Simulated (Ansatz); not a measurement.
Program: Ansatz. Geometries: PBE0-D4/def2-TZVP. ΔE: electronic, gas phase. CBS: MP2 limit from def2 TZ/QZ plus the TZ coupled-cluster correction, frozen cores. Functionals use def2-TZVPP. B3LYP here is the variant with VWN-RPA as its local correlation; programs differ in this. For Ge outer-core shells are correlated without core-valence functions, which leaves a few kJ/mol of doubt a bond. Scalar relativity is left out up to krypton. Each species was taken in one conformer, which may not be the lowest.

Reaction (ligand exchange at a Ge–S bond): `C=C[SiH2][S][GeH3]` + `O[SiH3]` → `[SiH3][O][GeH3]` + `C=C[SiH2]S`

`C=C[SiH2][S][GeH3]`:

```xyz
13

C    -0.183   -1.922   -0.407
C     0.976   -1.272   -0.453
Si    1.148    0.520   -0.920
S    -0.737    1.511   -1.014
Ge   -1.282    1.390    1.144
H    -1.120   -1.427   -0.648
H    -0.246   -2.971   -0.134
H     1.886   -1.818   -0.203
H     1.744    0.664   -2.274
H     2.038    1.192    0.065
H    -2.176    0.167    1.393
H     0.002    1.287    1.979
H    -2.050    2.678    1.470
```

`O[SiH3]`:

```xyz
6

O     0.713    0.682   -0.818
Si   -0.257   -0.283    0.100
H     1.220    1.360   -0.372
H     0.525   -1.045    1.112
H    -0.908   -1.220   -0.843
H    -1.292    0.507    0.823
```

`[SiH3][O][GeH3]`:

Cartesian coordinates in Å:
```
Si -0.557 -1.131 0.905
O 0.209 -0.535 -0.408
Ge 0.604 1.095 -0.991
H 0.142 -0.732 2.159
H -0.572 -2.611 0.800
H -1.957 -0.627 0.982
H 1.332 0.888 -2.324
H 1.506 1.777 0.051
H -0.708 1.876 -1.173
```

`C=C[SiH2]S`:

Cartesian coordinates in Å:
```
C 1.241 0.946 -0.801
C 0.891 0.070 0.138
Si -0.855 -0.077 0.743
S -1.653 -2.037 0.420
H 0.517 1.623 -1.247
H 2.262 1.031 -1.164
H 1.653 -0.590 0.549
H -1.662 0.965 0.055
H -0.954 0.089 2.215
H -1.440 -2.020 -0.907
```

Q: Is it downhill or uphill in electronic energy at CCSD(T)/CBS, and by how much? (Estimate.)

A: Ansatz gave: Uphill: ΔE = +4.2 kcal/mol.

Q: What do these levels give: PBE0-D4, B3LYP-D4, BHLYP-D4, PBE, PBE0, BHLYP, CAM-B3LYP, HF/def2-SVP, SCS-MP2/def2-TZVPP, CCSD(T)/def2-TZVPP, HF/def2-QZVPP, CCSD/CBS(def2)? (An estimate is asked.)

A: Ansatz gave: PBE0-D4 5.8, B3LYP-D4 3.5, BHLYP-D4 2.9, PBE 4.6, PBE0 4.6, BHLYP 0.7, CAM-B3LYP 0.6, HF/def2-SVP -2.0, SCS-MP2/def2-TZVPP 2.1, CCSD(T)/def2-TZVPP 3.0, HF/def2-QZVPP -2.4, CCSD/CBS(def2) 3.3 kcal/mol.

Largest T1 diagnostic among the species: 0.012.

The D4 term adds +2.3 kcal/mol with B3LYP and +1.3 kcal/mol with PBE0; it sums over pairs of atoms, weighted by their polarisabilities, and B3LYP, whose exchange is more repulsive, gets the larger term. At CCSD(T), def2-SVP lies −3.4 kcal/mol from the extrapolated value and def2-TZVPP −1.1 kcal/mol.
